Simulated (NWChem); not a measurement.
A series in which one site is exchanged, each optimised at PBE0/def2-SVP with NWChem, gas phase unless a solvent is named. All stand in one matching conformer (torsions within 35°), which need not be the lowest. Some are not confirmed as minima by frequencies. def2 effective core potentials on In; no spin-orbit coupling.

A: FBN (BNH3F; site = B)
B: [NH2][GaH][F] (GaNH$_{3}$F; site = Ga)
C: [NH2][AlH][F] (AlNH₃F; site = Al)
D: [F][InH][NH2] (InNH3F; site = In)

```
quantity                                                  A    B      C     D
----------------------------------------------------  -----  ---  -----  ----
dipole (D), PBE0/def2-SVP                              2.55  ___   2.39  3.28
orbital gap (eV), PBE0/def2-SVP                        9.71  ___   7.66  6.32
vertical ionisation energy, ΔSCF, PBE0/def2-SVP (eV)  11.16  ___  10.22  9.61
static polarisability, PBE0/def2-SVPD (bohr³)          25.1  ___   34.8  44.0
lowest singlet excitation, PBE0/def2-SVPD, TDA (eV)    7.72  ___   6.31  5.22
```

Problem. Complete the blanks.

Solution. 
- dipole (D), PBE0/def2-SVP, B: 2.82
- orbital gap (eV), PBE0/def2-SVP, B: 7.30
- vertical ionisation energy, ΔSCF, PBE0/def2-SVP (eV), B: 10.07
- static polarisability, PBE0/def2-SVPD (bohr³), B: 36.6
- lowest singlet excitation, PBE0/def2-SVPD, TDA (eV), B: 6.22
